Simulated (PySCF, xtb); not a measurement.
C2H4BrFSi, SMILES C=C[SiH](F)Br.

GFN2-xTB (xtb 6.7.1) at its own geometry gives an orbital gap of 4.33 eV and a dipole moment of 5.23 D.

The structure is a stationary point at B3LYP-D3(BJ)/def2-SVP. This is a generated structure with no PubChem entry under its InChIKey; it may be hypothetical. The values are those of a single conformer.

**Question.** What does ωB97X/def2-TZVP in PySCF give? (The exact figures need the calculation; the answer reports its results.)

**Answer.** gap 11.75 eV (levels -10.72 and 1.03 eV), dipole 2.22 D.
